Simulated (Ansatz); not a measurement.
Consider the ligand exchange at a B–S bond: `[SiH3]BS[SiH3]` + `C=N` → `C=NB[SiH3]` + `[SiH3]S`.

Gas-phase electronic energies from Ansatz, PBE0-D4/def2-TZVP geometries. CCSD(T)/CBS adds triple-zeta CCSD(T) − MP2 to the extrapolated MP2 energy (def2 sets, frozen cores). This one scheme is used for every species. Functionals use def2-TZVPP. HSE06 is defined as in plane-wave codes. One conformer a species, not always the lowest.

`[SiH3]BS[SiH3]`:

Z-matrix (Å, degrees):
```
Si
B 1 2.010
H 1 1.491 2 109.7
H 1 1.491 2 109.6 3 117.7
H 1 1.488 2 112.9 3 -121.1
S 2 1.774 1 119.7 3 121.5
H 2 1.198 1 120.9 3 -58.5
Si 6 2.159 2 99.8 1 -180.0
H 8 1.484 6 107.4 2 179.9
H 8 1.482 6 109.5 2 60.4
H 8 1.482 6 109.5 2 -60.5
```

`C=N`:

```xyz
5

C    -0.237   -0.281   -0.131
N     0.571    0.672   -0.299
H    -0.566   -0.660    0.843
H    -0.651   -0.780   -1.009
H     0.882    1.049    0.597
```

`C=NB[SiH3]`:

```xyz
10

C    -0.035   -2.152    0.517
N    -0.307   -1.092   -0.072
B    -0.577    0.074   -0.685
Si    0.347    1.751   -0.053
H    -0.607   -2.480    1.388
H     0.785   -2.792    0.182
H    -1.361    0.075   -1.591
H    -0.654    2.765    0.387
H     1.138    2.362   -1.160
H     1.271    1.489    1.086
```

`[SiH3]S`:

Z-matrix (Å, degrees):
```
Si
S 1 2.137
H 1 1.485 2 111.6
H 1 1.485 2 111.6 3 -122.0
H 1 1.482 2 104.8 3 119.0
H 2 1.344 1 94.7 3 60.9
```

Q: Is it downhill or uphill in electronic energy at CCSD(T)/CBS, and by how much? (Best estimate.)

A: Ansatz gave: Downhill: ΔE = -6.8 kcal/mol.

Q: What do these levels give: revPBE-D4, r2SCAN-D4, PBE-QIDH, PBE0, r2SCANh, r2SCAN0, HSE06, SCS-MP2/def2-TZVPP, CCSD/def2-TZVPP, CCSD(T)/def2-TZVPP, HF/def2-QZVPP, HF/CBS(def2)? (Estimate.)

A: Ansatz gave: revPBE-D4 -9.8, r2SCAN-D4 -10.8, PBE-QIDH -7.6, PBE0 -10.1, r2SCANh -10.4, r2SCAN0 -9.7, HSE06 -10.2, SCS-MP2/def2-TZVPP -6.4, CCSD/def2-TZVPP -6.8, CCSD(T)/def2-TZVPP -6.7, HF/def2-QZVPP -6.6, HF/CBS(def2) -6.7 kcal/mol.

Largest T1 diagnostic among the species: 0.017.

The D4 term adds +1.3 kcal/mol with B3LYP and +0.7 kcal/mol with PBE0; it sums over pairs of atoms, weighted by their polarisabilities, and B3LYP, whose exchange is more repulsive, gets the larger term. From r2SCAN to r2SCAN0 (25 % exact exchange), in def2-TZVPP and without D4, ΔE moves by +1.3 kcal/mol. At CCSD(T), def2-SVP lies −1.9 kcal/mol from the extrapolated value and def2-TZVPP +0.1 kcal/mol.

B3LYP here is the variant with VWN-RPA as its local correlation; programs differ in this.
